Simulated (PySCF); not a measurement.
## Computed structure and properties of [GdBr2]+

System: [GdBr2]+ (singlet in the valence; each metal's 4f electrons, 7 of them, lie in its core potential, out of spins and levels); start: template (C2v). Method: PySCF 2.14.0, RKS PBE0, Gd lcecp-1-SVP with ECP53, Br def2-SVP; non-relativistic Hamiltonian with scalar-relativistic core potentials where named; density fitting; no spin-orbit coupling.

Input of the relaxation:

```python
mol = gto.M(atom='''
Gd     0.00000     0.00000    -0.56824
Br     2.54020    -0.00000     0.56856
Br    -2.54020     0.00000     0.56856''',
    basis={'Gd': 'lcecp-1-SVP', 'Br': 'def2-SVP'},
    ecp={'Gd': 'lcecp-1-SVP'},
    charge=1, spin=0)
mf = dft.RKS(mol, xc='PBE0')
mf.grids.atom_grid = (50, 194)  # f atoms: unpruned, at least (60, 302)
mf = mf.density_fit()  # fitting sets: Gd AutoAux, Br def2-universal-JKFIT
mf.conv_tol = 1e-08; mf.max_cycle = 55
mf.kernel(dm0)  # dm0: converged density of the start geometry
# quasi-Newton relaxation in Cartesian coordinates to a largest gradient under 0.00045 Eh/bohr, steps kept in the point group
```

Run from Python with OMP_NUM_THREADS=2; the lines above give its settings. Where DIIS fails, smearing, a level shift and second-order steps follow.
It took 35 s on 2 threads of Arm Neoverse V1 (shared host), from the converged density of the start.

Course of the relaxation:

```tsv
step	energy above end (eV)	largest force component within the symmetry (eV/Å)
0	0.6596	2.024
1	0.2496	1.186
2	0.1085	0.768
3	0.0644	0.241
4	0.0267	0.381
5	0.0102	0.274
6	0.0004	0.082
7	0.0000	0.027
8	0.0000	0.001
```

Relaxed geometry (C2v):

```xyz
3

Gd    0.0000    0.0000   -0.7886
Br    2.0781    0.0000    0.6787
Br   -2.0781    0.0000    0.6787
```

```tsv
contact	Å
Gd1–Br2 (Br)	2.544
Gd1–Br3 (Br)	2.544
```

On the finer grid (75, 302):

```
HOMO                                                          : -12.91 eV
LUMO                                                          : -7.86 eV
Dipole about the centre of mass                               : 7.39 D
Set of Mulliken populations of Gd1 outside the core potential : s 2.23, p 6.19, d 1.27, f 0.04
D3(BJ) dispersion energy (not in the energies)                : -0.091 eV
```

| atom | Mulliken (e) | Löwdin (e) | spin (e) |
| --- | --- | --- | --- |
| Gd1 | 1.27 | 0.62 | 0.00 |
| Br2 | -0.14 | 0.19 | 0.00 |
| Br3 | -0.14 | 0.19 | 0.00 |

The 4f levels lie in the core potential and are missing. Their spin isn't counted.

On the grid (50, 194), as all that follows. Harmonic modes: a minimum within the noise of the softest modes; lowest 53 cm⁻¹ (negative: unstable), highest 282 cm⁻¹, zero-point energy 0.037 eV.

Taking off one Br (charge -1, singlet; the rest: singlet) in vacuum, both parts rigid, costs 13.66 eV; the small basis without counterpoise inflates it. Most of it is the attraction of opposite charges; other ways to part are cheaper, and one spin state was tried for the rest.

Rigid scan of Br along the line from its metal:

(distance to Br2 (Å), energy (eV)): (2.24, 0.925), (2.34, 0.358), (2.44, 0.079), (2.54, 0.000), (2.64, 0.064), (2.74, 0.223), (2.94, 0.711), (3.24, 1.606), (3.64, 2.755), (4.14, 3.889)

One start shape was tried, so this needn't be the lowest isomer.

An lcecp potential fixes the number of 4f electrons, so in runs with it no electron can move into or out of that shell.
